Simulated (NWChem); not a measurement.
System: SiHCl₂F; SMILES F[SiH](Cl)Cl

Here is an NWChem input.

```
start job
memory heap 200 mb stack 900 mb global 1100 mb
geometry units angstroms noautoz
  Si     0.386173     0.412825     0.000000
  F      1.787395    -0.376940     0.000000
  Cl    -0.647567    -0.132842     1.669091
  Cl    -0.647567    -0.132842    -1.669091
  H      0.649984     1.862466     0.000000
end
basis spherical
  * library def2-svp
end
dft
  xc xpbe96 cpbe96
  iterations 150
  vectors input atomic output neutral.movecs
end
task dft energy
charge 1
dft
  odft
  mult 2
  vectors input atomic output cation.movecs
end
task dft energy
```

Parts of the log:

```
             Northwest Computational Chemistry Package (NWChem) 7.3.0
             --------------------------------------------------------

 CS  symmetry detected

                             Geometry "geometry" -> ""
                             -------------------------

 Output coordinates in angstroms (scale by  1.889725989 to convert to a.u.)

  No.       Tag          Charge          X              Y              Z
 ---- ---------------- ---------- -------------- -------------- --------------
    1 Si                  14.0000     0.37840667     0.42251223     0.00000000
    2 F                    9.0000     1.79003343    -0.34850121     0.00000000
    3 Cl                  17.0000    -0.64796652    -0.13688829    -1.66909100
    4 Cl                  17.0000    -0.64796652    -0.13688829     1.66909100
    5 H                    1.0000     0.62286733     1.87554157     0.00000000

 Effective nuclear repulsion energy (a.u.)     278.6589383713

      Symmetry information
      --------------------

 Group name             Cs
 Group number              2
 Group order               2
 No. of unique centers     4

  pbe96 is a nonlocal functional; adding pw91lda local functional.

                                 NWChem DFT Module
                                 -----------------

 Summary of "ao basis" -> "ao basis" (spherical)
 ------------------------------------------------------------------------------
       Tag                 Description            Shells   Functions and Types
 ---------------- ------------------------------  ------  ---------------------
 Si                         def2-svp                 8       18   4s3p1d
 F                          def2-svp                 6       14   3s2p1d
 Cl                         def2-svp                 8       18   4s3p1d
 H                          def2-svp                 3        5   2s1p

      Symmetry analysis of basis
      --------------------------

        a'         45
        a"         28

            General Information
            -------------------
          SCF calculation type: DFT
          Wavefunction type:  closed shell.
          No. of atoms     :     5
          No. of electrons :    58
           Alpha electrons :    29
            Beta electrons :    29
          Charge           :     0
          Spin multiplicity:     1
          Use of symmetry is: on ; symmetry adaption is: on
          Maximum number of iterations: 150
          AO basis - number of functions:    73
                     number of shells:    33
          Convergence on energy requested:  1.00D-06
          Convergence on density requested:  1.00D-05
          Convergence on gradient requested:  5.00D-04

              XC Information
              --------------
          PerdewBurkeErnzerhof Exchange Functional  1.000
            Perdew 1991 LDA Correlation Functional  1.000 local
           PerdewBurkeErnz. Correlation Functional  1.000 non-local

             Grid Information
             ----------------
          Grid used for XC integration:  medium
          Radial quadrature: Mura-Knowles
          Angular quadrature: Lebedev.
          Tag              B.-S. Rad. Rad. Pts. Rad. Cut. Ang. Pts.
          ---              ---------- --------- --------- ---------
          Si                  1.10       88           7.0       590
          F                   0.50       49           8.0       434
          Cl                  1.00       88           9.0       590
          H                   0.35       45           8.0       434
          Grid pruning is: on
          Number of quadrature shells:   270
          Spatial weights used:  Erf1

      Superposition of Atomic Density Guess
      -------------------------------------

 Sum of atomic energies:       -1307.17737311

      Non-variational initial energy
      ------------------------------

 Total energy =   -1307.981406
 1-e energy   =   -2365.758991
 2-e energy   =     779.118647
 HOMO         =      -0.409850
 LUMO         =       0.090793

      Symmetry analysis of molecular orbitals - initial
      -------------------------------------------------

  Numbering of irreducible representations:

     1 a'          2 a"

  Orbital symmetries:

     1 a'          2 a"          3 a'          4 a'          5 a'
     6 a"          7 a'          8 a"          9 a'         10 a'
    11 a"         12 a"         13 a'         14 a'         15 a'
    16 a"         17 a'         18 a'         19 a"         20 a'
    21 a'         22 a"         23 a'         24 a"         25 a'
    26 a'         27 a"         28 a"         29 a'         30 a'
    31 a'         32 a"         33 a'         34 a'         35 a'
    36 a"         37 a'         38 a"         39 a'

   convergence    iter        energy       DeltaE   RMS-Dens  Diis-err
 ---------------- ----- ----------------- --------- --------- ---------
 d= 0,ls=0.0,diis     1  -1309.3122507873 -1.59D+03  2.50D-02  8.81D-01
 d= 0,ls=0.0,diis     2  -1309.1234106750  1.89D-01  1.56D-02  2.78D+00
 d= 0,ls=0.0,diis     3  -1309.4040839130 -2.81D-01  3.21D-03  6.40D-02
 d= 0,ls=0.0,diis     4  -1309.4059289408 -1.85D-03  1.95D-03  2.77D-02
 d= 0,ls=0.0,diis     5  -1309.4093597906 -3.43D-03  3.45D-04  5.68D-04
  Resetting Diis
 d= 0,ls=0.0,diis     6  -1309.4094340629 -7.43D-05  5.35D-05  1.38D-05
 d= 0,ls=0.0,diis     7  -1309.4094356931 -1.63D-06  2.33D-05  8.83D-07
 d= 0,ls=0.0,diis     8  -1309.4094356319  6.12D-08  1.25D-05  1.75D-06
 d= 0,ls=0.0,diis     9  -1309.4094358024 -1.70D-07  2.78D-06  9.81D-08

         Total DFT energy =    -1309.409435802380
      One electron energy =    -2366.489917313224
           Coulomb energy =      866.124677090436
    Exchange-Corr. energy =      -87.703133950872
 Nuclear repulsion energy =      278.658938371280

 Numeric. integr. density =       57.999996422505

                  Occupations of the irreducible representations
                  ----------------------------------------------

                     irrep           alpha         beta
                     --------     --------     --------
                     a'               18.0         18.0
                     a"               11.0         11.0

                       DFT Final Molecular Orbital Analysis
                       ------------------------------------

 Vector   27  Occ=2.000000D+00  E=-3.032825D-01  Symmetry=a"
              MO Center= -5.7D-01, -1.1D-01, -2.4D-13, r^2= 3.9D+00
   Bfn.  Coefficient  Atom+Function         Bfn.  Coefficient  Atom+Function
  ----- ------------  ---------------      ----- ------------  ---------------
    44      0.408607  3 Cl py                62     -0.408607  4 Cl py
    41      0.306353  3 Cl py                59     -0.306353  4 Cl py
    38      0.178375  3 Cl py                56     -0.178375  4 Cl py
    43     -0.168339  3 Cl px                61      0.168339  4 Cl px
    40     -0.121089  3 Cl px                58      0.121089  4 Cl px

 Vector   28  Occ=2.000000D+00  E=-3.024045D-01  Symmetry=a'
              MO Center= -3.2D-01,  2.1D-01,  2.5D-15, r^2= 4.0D+00
   Bfn.  Coefficient  Atom+Function         Bfn.  Coefficient  Atom+Function
  ----- ------------  ---------------      ----- ------------  ---------------
    44      0.391934  3 Cl py                62      0.391934  4 Cl py
    41      0.300137  3 Cl py                59      0.300137  4 Cl py
    69     -0.239724  5 H  s                 70     -0.212306  5 H  s
    38      0.173944  3 Cl py                56      0.173944  4 Cl py
     9     -0.093969  1 Si py                12      0.080255  1 Si py

 Vector   29  Occ=2.000000D+00  E=-2.941185D-01  Symmetry=a"
              MO Center= -5.5D-01, -1.2D-01, -1.1D-13, r^2= 4.0D+00
   Bfn.  Coefficient  Atom+Function         Bfn.  Coefficient  Atom+Function
  ----- ------------  ---------------      ----- ------------  ---------------
    43      0.326934  3 Cl px                61     -0.326934  4 Cl px
    45     -0.311199  3 Cl pz                63     -0.311199  4 Cl pz
    40      0.249755  3 Cl px                58     -0.249755  4 Cl px
    42     -0.235781  3 Cl pz                60     -0.235781  4 Cl pz
    37      0.144613  3 Cl px                55     -0.144613  4 Cl px

 Vector   30  Occ=0.000000D+00  E=-1.616509D-02  Symmetry=a'
              MO Center= -2.2D-01,  4.5D-01, -2.6D-15, r^2= 3.3D+00
   Bfn.  Coefficient  Atom+Function         Bfn.  Coefficient  Atom+Function
  ----- ------------  ---------------      ----- ------------  ---------------
     3      0.773406  1 Si s                  4      0.665384  1 Si s
    11     -0.611805  1 Si px                70     -0.525283  5 H  s
    45     -0.471442  3 Cl pz                63      0.471442  4 Cl pz
    36     -0.347993  3 Cl s                 54     -0.347993  4 Cl s
     2      0.332595  1 Si s                  8     -0.313112  1 Si px

 Vector   31  Occ=0.000000D+00  E=-2.910544D-03  Symmetry=a'
              MO Center=  4.5D-01,  2.8D-01,  5.5D-14, r^2= 3.3D+00
   Bfn.  Coefficient  Atom+Function         Bfn.  Coefficient  Atom+Function
  ----- ------------  ---------------      ----- ------------  ---------------
    11      0.735948  1 Si px                 3      0.516944  1 Si s
    21     -0.484714  2 F  s                 12     -0.388478  1 Si py
     4      0.362625  1 Si s                 43     -0.251108  3 Cl px
    61     -0.251108  4 Cl px                 2      0.238600  1 Si s
    22     -0.209678  2 F  px                25      0.190788  2 F  px

[...]
```

Level: PBE/def2-SVP, vertical spin-unrestricted ions. Geometry: optimised at PBE0/def2-SVP.
